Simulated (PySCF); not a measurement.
A GIAO shielding run with PySCF 2.14 (density fitting, non-relativistic, gas phase) on `COC1=C[C@@H](C(=C)C)[SiH2]C1`, C8H14OSi:

```
$ OMP_NUM_THREADS=1 python probes_run.py task.json out

{"job": {"kind": "nmr", "xc": "PBE0", "basis": "pcSseg-1"}, "charge": 0, "multiplicity": 1}
C     -2.595382    -0.828398     1.723673
C     -1.699703    -0.238827     0.945957
C     -1.740457     1.230907     0.661030
C     -0.597293    -1.005251     0.275694
C      0.734226    -0.313549     0.404254
C      1.369242     0.068551    -0.697795
O      2.570797     0.714316    -0.791447
C      3.222317     1.050147     0.405940
C      0.749902    -0.217800    -2.037402
Si    -0.832620    -1.190143    -1.622198
H     -3.399313    -0.280478     2.186268
H     -2.565586    -1.886160     1.924930
H     -2.555869     1.709798     1.197230
H     -0.802418     1.700041     0.954770
H     -1.870967     1.401201    -0.407438
H     -0.536575    -1.988922     0.753016
H      1.109975    -0.146208     1.402162
H      4.143210     1.554313     0.117903
H      3.463379     0.158358     0.993783
H      2.613015     1.725477     1.016302
H      1.459059    -0.771446    -2.652196
H      0.565449     0.722309    -2.558072
H     -0.766514    -2.589503    -2.052206
H     -2.049610    -0.558968    -2.136604
```

Hardware: 1 thread of an Arm Neoverse N1, shared host. The job also computes population analyses, field gradients, ring-centre shieldings.

Q: How large is the calculation?

A: 84 electrons, 247 basis functions and 1298 auxiliary functions.

Q: How long does it take, and how much memory does it need?

A: 2.4 min of wall time, with 14 SCF cycles and 4 response iterations; peak memory 1.2 GiB. Times on a shared host scatter by some tens of per cent.
